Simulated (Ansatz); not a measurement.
Ansatz (an electronic-structure program) input (CCSD(T)/aug-cc-pVDZ):

Ansatz 0.2 input:
```yaml
crystal:
  periodic: [false, false, false]
  atoms:
    - {symbol: C, position_ang: [2.86986742, 0.71689962, 0.49084028]}
    - {symbol: C, position_ang: [1.44648068, 0.26115729, 0.80006796]}
    - {symbol: C, position_ang: [0.58028547, 0.17022277, -0.45374806]}
    - {symbol: C, position_ang: [-0.90897695, -0.17235350, -0.22269946]}
    - {symbol: C, position_ang: [-1.57084396, 0.89809570, 0.58238434]}
    - {symbol: C, position_ang: [-1.06203455, -1.53292615, 0.47344916]}
    - {symbol: C, position_ang: [-1.59646956, -0.25022653, -1.60739975]}
    - {symbol: H, position_ang: [2.87415785, 1.70750202, 0.02948812]}
    - {symbol: H, position_ang: [3.36179843, 0.02959933, -0.20213970]}
    - {symbol: H, position_ang: [3.47855209, 0.76832341, 1.39551833]}
    - {symbol: H, position_ang: [0.98337614, 0.95274501, 1.50988539]}
    - {symbol: H, position_ang: [1.48062202, -0.71083094, 1.29857382]}
    - {symbol: H, position_ang: [1.00647349, -0.57661749, -1.13251120]}
    - {symbol: H, position_ang: [0.62846082, 1.12676277, -0.98612644]}
    - {symbol: H, position_ang: [-1.33879623, 1.94031019, 0.40227478]}
    - {symbol: H, position_ang: [-2.40820374, 0.67171464, 1.22922843]}
    - {symbol: H, position_ang: [-0.55909734, -2.31781251, -0.09608359]}
    - {symbol: H, position_ang: [-0.64212304, -1.51921043, 1.47916895]}
    - {symbol: H, position_ang: [-2.11700828, -1.80235664, 0.55680419]}
    - {symbol: H, position_ang: [-1.50416988, 0.69664611, -2.14212201]}
    - {symbol: H, position_ang: [-1.13572481, -1.03286583, -2.21661623]}
    - {symbol: H, position_ang: [-2.65816862, -0.47912480, -1.50270987]}
basis:
  gaussian:
    orbitals: aug-cc-pVDZ
magnetization: {spin_polarized: true, initial_magnetization: 1}
correlation: {method: ccsd_t, electrons: outside_noble_gas}
output: {forces: true}
```

Output:

```
Functional definition: HF
integrals: 5.31 GiB planned
2925 factors; integrals over basis functions are off by at most 7.7e-4 eV
1.91 GiB of device memory are held for the factors and their scratch space
mean field: 2.70 GiB planned
mean field evaluation 1: about -7442.5169 eV, gradient 3.6e1 eV
mean field evaluation 2: about -7442.5236 eV, gradient 3.6e1 eV
mean field evaluation 4: about -7450.2643 eV, gradient 4.1e0 eV
mean field evaluation 8: about -7450.4072 eV, gradient 1.9e-1 eV
mean field evaluation 16: about -7450.3866 eV, gradient 1.1e0 eV
mean field -7450.40792687 eV, -273.7974412447 hartree, gradient 2.2e-6 eV, S^2 0.762898; 0 other end points of the search recorded, 0 dependent functions left out
7 core orbitals not correlated
reference -7450.40792687 eV, -273.7974412447 hartree; 22, 21 occupied and 267, 268 virtual orbitals, 2925 factors
densities: 59.73 GiB planned
second order -28.08705763 eV of doubles, -0.00000000 eV of singles
coupled cluster: 38.38 GiB planned
cycle   1  -29.80403381 eV  change    -1.7e0 eV  update   1.1e-1
cycle   2  -30.58006680 eV  change   -7.8e-1 eV  update   3.2e-2
cycle   3  -30.71365522 eV  change   -1.3e-1 eV  update   1.4e-2
cycle   4  -30.71533807 eV  change   -1.7e-3 eV  update   4.5e-3
cycle   5  -30.71537538 eV  change   -3.7e-5 eV  update   2.0e-3
cycle   6  -30.71543235 eV  change   -5.7e-5 eV  update   8.0e-4
cycle   7  -30.71538900 eV  change    4.3e-5 eV  update   2.8e-4
cycle   8  -30.71543350 eV  change   -4.4e-5 eV  update   1.2e-4
cycle   9  -30.71541172 eV  change    2.2e-5 eV  update   4.4e-5
cycle  10  -30.71538189 eV  change    3.0e-5 eV  update   1.9e-5
cycle  11  -30.71539197 eV  change   -1.0e-5 eV  update   7.9e-6
cycle  12  -30.71539688 eV  change   -4.9e-6 eV  update   2.7e-6
perturbative correction -1.04349679 eV, -0.0383477999 hartree
the calculation of the forces begins
1.91 GiB of device memory are held for the factors and their scratch space
Total energy: -7482.16682054 eV, -274.9645590601 hartree
Atom 0 at     2.869867     0.716900     0.490840 Å, force    -0.063710    -0.016771    -0.018240 eV/Å
Atom 1 at     1.446481     0.261157     0.800068 Å, force    -0.031239    -0.002444    -0.015062 eV/Å
Atom 2 at     0.580285     0.170223    -0.453748 Å, force    -0.109914    -0.040107     0.094001 eV/Å
Atom 3 at    -0.908977    -0.172353    -0.222699 Å, force     0.141433    -0.175390    -0.155328 eV/Å
Atom 4 at    -1.570844     0.898096     0.582384 Å, force     0.047381     0.027681     0.117237 eV/Å
Atom 5 at    -1.062035    -1.532926     0.473449 Å, force     0.042076     0.143982    -0.068793 eV/Å
Atom 6 at    -1.596470    -0.250227    -1.607400 Å, force     0.111728    -0.008687     0.161221 eV/Å
Atom 7 at     2.874158     1.707502     0.029488 Å, force    -0.013604     0.441465    -0.198422 eV/Å
Atom 8 at     3.361798     0.029599    -0.202140 Å, force     0.205434    -0.315871    -0.303058 eV/Å
Atom 9 at     3.478552     0.768323     1.395518 Å, force     0.257936     0.019499     0.404101 eV/Å
Atom 10 at     0.983376     0.952745     1.509885 Å, force    -0.201638     0.317269     0.303763 eV/Å
Atom 11 at     1.480622    -0.710831     1.298574 Å, force     0.020965    -0.445055     0.209802 eV/Å
Atom 12 at     1.006473    -0.576617    -1.132511 Å, force     0.189077    -0.357227    -0.314503 eV/Å
Atom 13 at     0.628461     1.126763    -0.986126 Å, force     0.010404     0.455140    -0.239272 eV/Å
Atom 14 at    -1.338796     1.940310     0.402275 Å, force     0.108540     0.523347    -0.094116 eV/Å
Atom 15 at    -2.408204     0.671715     1.229228 Å, force    -0.421407    -0.107096     0.316610 eV/Å
Atom 16 at    -0.559097    -2.317813    -0.096084 Å, force     0.236247    -0.349572    -0.277268 eV/Å
Atom 17 at    -0.642123    -1.519210     1.479169 Å, force     0.194855     0.016555     0.478507 eV/Å
Atom 18 at    -2.117008    -1.802357     0.556804 Å, force    -0.490838    -0.110552     0.034425 eV/Å
Atom 19 at    -1.504170     0.696646    -2.142122 Å, force     0.048141     0.450063    -0.235098 eV/Å
Atom 20 at    -1.135725    -1.032866    -2.216616 Å, force     0.216897    -0.359777    -0.267487 eV/Å
Atom 21 at    -2.658169    -0.479125    -1.502710 Å, force    -0.498765    -0.106451     0.066981 eV/Å
Dipole moment:     0.005489    -0.028677    -0.023137 e Å
```

It need not be the lowest isomer of its formula.
